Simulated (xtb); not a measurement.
CBF2NO, SMILES FB(N=C=O)F. All values are semi-empirical tight-binding results from xtb (GFN2-xTB unless named), good for trends rather than for accurate numbers. The structure is a stationary point at GFN2-xTB. Other conformers were not sampled.

Optimised geometry:

Bond lengths (Å): B1–F2 1.310, B1–F3 1.314, B1–N4 1.395, N4–C5 1.194, C5–O6 1.146. Bond angles (°): F2–B1–F3 116.9, F2–B1–N4 120.8, F3–B1–N4 122.3, B1–N4–C5 160.6, N4–C5–O6 175.6.
Charge 0, spin multiplicity 1.

```json
{
  "point_group_as_xtb_finds_it": "Cs",
  "orbital_gap": "5.66 eV",
  "dipole_moment": "0.53 D",
  "zero_point_energy": "14.2 kcal/mol",
  "G − E(el) at 298.15 K (modified RRHO)": "-4.8 kcal/mol",
  "static polarisability (D4 model)": "38.6 bohr³",
  "solvation energy, GFN2-xTB/ALPB(water)": "-0.1 kcal/mol",
  "solvation energy, GFN2-xTB/ALPB(ether)": "-2.4 kcal/mol"
}
```

Problem. Give the IR lines (harmonic; lines under 4 % of the strongest left out, lines within 3 cm⁻¹ merged). (The exact figures need the calculation; the answer reports its results.)

Solution. ν (cm⁻¹): 506 (w), 1228 (m), 1323 (m), 1627 (m), 2533 (vs) (against the strongest line: vs over 80 %, s over 45 %, m over 15 %, w over 4 %, vw less)

Problem. Give the atomic charges and the Wiberg bond orders between heavy atoms. (Estimate from the structure and the level; the computed values follow.)

Solution. charges (e) B1 0.58, F2 -0.24, F3 -0.25, N4 -0.24, C5 0.35, O6 -0.21. Bond orders B1–F2 1.08, B1–F3 1.06, B1–N4 1.11, N4–C5 1.92, N4–O6 0.35, C5–O6 1.98.
